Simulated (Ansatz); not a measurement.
`C=CB[SiH2][SiH3]` + H₂S → `[SiH3][SiH2]S` + `BC=C`  (cleavage of the Si–B bond)

Computed with Ansatz on PBE0-D4/def2-TZVP structures; ΔE is electronic, products minus reactants. CCSD(T)/CBS is the MP2 limit (def2-TZVPP, def2-QZVPP) plus CCSD(T) − MP2 in def2-TZVPP, frozen cores. This one scheme is used for every species. DFT in def2-TZVPP. One conformer a species, not always the lowest.

```
          level  ΔE (kcal/mol)
         B2PLYP          -15.3
            PBE          -12.4
 MP2/def2-TZVPP          -15.9
CCSD/def2-TZVPP          -14.3
```

(1) What does CCSD(T)/CBS give? (An estimate is asked.)

Largest T1 diagnostic among the species: 0.013.

## Answers

(1) Computed: -14.9 kcal/mol. The listed levels differ from it by -0.4, 2.5, -1.0, 0.6 kcal/mol.

From PBE to PBE0 (25 % exact exchange), in def2-TZVPP and without D4, ΔE moves by −1.4 kcal/mol. In def2-TZVPP, CCSD(T) changes the Hartree–Fock value by +4.4 kcal/mol (the triples alone add +0.5 kcal/mol) and MP2 by +2.4 kcal/mol.
